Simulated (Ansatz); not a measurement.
C₂H₈InN, SMILES `C[N](C)[InH2]`, relaxed with RKS PBE0-D4/def2-TZVP in the Gaussian-basis code of Ansatz from a GFN2-xTB geometry. The force threshold is 0.005 eV/Å; the program also tests the step.

Total charge 0; spin multiplicity 1. In takes the def2 core potential.

Start:

```xyz
12

C     0.981    1.026    0.255
N    -0.123    0.156   -0.064
C    -0.051   -0.420   -1.383
In   -1.133   -0.795    1.422
H     0.896    1.335    1.303
H     1.958    0.538    0.108
H     0.956    1.925   -0.373
H     0.902   -0.940   -1.564
H    -0.871   -1.138   -1.500
H    -0.162    0.358   -2.149
H    -1.011   -0.118    2.999
H    -2.341   -1.925    0.948
```

| step | energy (eV) | largest force (eV/Å) | largest move (Å) |
| --- | --- | --- | --- |
| 1 | -8864.4894 | 0.578 | 0.000 |
| 2 | -8864.5612 | 0.228 | 0.124 |
| 3 | -8864.5792 | 0.139 | 0.070 |
| 4 | -8864.5844 | 0.091 | 0.054 |
| 5 | -8864.5854 | 0.059 | 0.026 |
| 6 | -8864.5857 | 0.009 | 0.009 |
| 7 | -8864.5857 | 0.002 | 0.003 |

End:

```xyz
12

C     0.990    0.988    0.264
N    -0.017   -0.009    0.019
C    -0.037   -0.441   -1.353
In   -1.260   -0.723    1.440
H     0.986    1.302    1.311
H     2.000    0.614    0.032
H     0.835    1.886   -0.354
H     0.927   -0.879   -1.658
H    -0.810   -1.197   -1.515
H    -0.238    0.395   -2.042
H    -1.015   -0.033    2.987
H    -2.360   -1.903    0.869
```

Hardware: 4 threads of a server CPU on a shared host. Wall time 21 s, peak host memory 0.5 GiB.
